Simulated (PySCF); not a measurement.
## Excitation energy of Si²⁺ by level of theory

Si²⁺ [Ne] 3s2 (1S) → Si²⁺ [Ne] 3p2 (3P), as a difference of total energies. All numbers are calculated (PySCF 2.14, no relativity, point nucleus, in aug-cc-pwCVTZ (8s7p5d3f, 75 functions)). Correlated levels: valence: [Ne] frozen; valence and next inner shell: 1s2 frozen; nothing frozen. The calculations carry no spin-orbit coupling.

```tsv
method	excitation energy (cm⁻¹)
UHF	120610
LDA	117880
PBE	116370
PBE0	118450
r2SCAN	114110
B3LYP	120580
BLYP	118630
M06	120860
TPSSh	116430
MP2 (valence)	126200
SCS-MP2 (valence)	128620
MP2 (valence and next inner shell)	127810
SCS-MP2 (valence and next inner shell)	129790
MP2 (all electrons)	127710
SCS-MP2 (all electrons)	129720
```

A first-order spin-orbit estimate (lowest level to lowest level, LS coupling) adds -0.026 eV.
